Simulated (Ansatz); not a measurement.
```yaml
crystal:
  periodic: [false, false, false]
  atoms:
    - {symbol: O, position_ang: [-1.412777, -0.009614, 1.369228]}
    - {symbol: Si, position_ang: [-0.629634, -0.288701, -0.059932]}
    - {symbol: N, position_ang: [0.716265, 0.757200, -0.400334]}
    - {symbol: Al, position_ang: [1.600728, -0.793433, -0.279568]}
    - {symbol: H, position_ang: [-2.368319, 0.046363, 1.317847]}
    - {symbol: H, position_ang: [-1.709691, -0.324567, -1.094356]}
    - {symbol: H, position_ang: [0.767676, 1.755986, -0.545565]}
    - {symbol: H, position_ang: [3.127753, -1.200233, -0.363120]}
basis:
  gaussian: {orbitals: def2-SVPD, point_charges: [{charge: 1.00, position_ang: [6.027, 0.724, 0.437]}]}
total_charge: -2
hamiltonian: {xc: {name: HF}}
correlation: {method: rpa}
```

```sh
$ ansatz run in.yaml --threads 2 --pin off --events-out ev --progress --plain --max-ram 4352MiB
```

Shortened log:

```
Functional definition: HF
1173 factors; integrals over basis functions are off by at most 1.2e-3 eV
mean field evaluation 1: about -18013.1699 eV, gradient 4.5e1 eV
mean field evaluation 2: about -18013.6472 eV, gradient 4.5e1 eV
mean field evaluation 4: about -18022.2563 eV, gradient 9.1e0 eV
mean field evaluation 8: about -18022.9856 eV, gradient 1.4e0 eV
mean field evaluation 16: about -18023.0365 eV, gradient 1.9e-6 eV
a density is far from that of the atoms, so the factors are made again for it
1257 factors; integrals over basis functions are off by at most 1.1e-3 eV
mean field -18023.03567389 eV, -662.3343445631 hartree, gradient 8.8e-6 eV, S^2 0.000000; 3 other end points of the search recorded, 0 dependent functions left out
12 core orbitals not correlated: weight in the atoms' cores, before any rotation towards them, 1.000 or more for the frozen orbitals, at most 0.000 for the correlated occupied ones
reference -18023.03567389 eV, -662.3343445631 hartree; 12, 12 occupied and 99, 99 virtual orbitals, 1257 factors
Total energy: -18040.16152839 eV, -662.9637081075 hartree
```

In this input the charge is far from anything that the molecule holds. The calculation finished and met its thresholds. The result belongs to that input, not to the molecule as meant.
